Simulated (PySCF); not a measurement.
**A small calculation by hand: chemical shift, span and skew from a shielding tensor**

SiFClBr2, SMILES F[Si](Cl)(Br)Br. Atoms are numbered in the order given.

```xyz
5

F      1.9294     0.6770     0.0000
Si     0.3398     0.4199     0.0000
Cl    -0.5886     2.2402     0.0000
Br    -0.1731    -0.7151    -1.8158
Br    -0.1731    -0.7151     1.8158
```
Charge 0, spin multiplicity 1.

The structure is a stationary point at B3LYP-D3(BJ)/def2-SVP.

GIAO shieldings from PBE/pcSseg-1 (PySCF), non-relativistic, no solvent. The symmetric part of the tensor of Si2 has the principal values 301.7, 315.1, 332.9 ppm. The same nucleus in TMS has σ = 335.4 ppm at this level (PySCF, at its B3LYP-D3(BJ)/def2-TZVP geometry). Without spin–orbit terms, shifts of atoms bonded to Cl or Br come out too high.

### Question
Work out the isotropic shielding, the ²⁹Si shift against TMS, the span and the skew.

### Answer

σ(iso) = (σ11 + σ22 + σ33)/3 = 316.6 ppm. δ = σ(ref) − σ(iso) = 335.4 − (316.6) = 18.8 ppm.
Span Ω = σ33 − σ11 = 31.2 ppm. Skew κ = 3(σ(iso) − σ22)/Ω = 0.14. Tumbling in solution averages the tensor to δ; in a static solid the shielding alone would spread this spin-1/2 line over Ω.
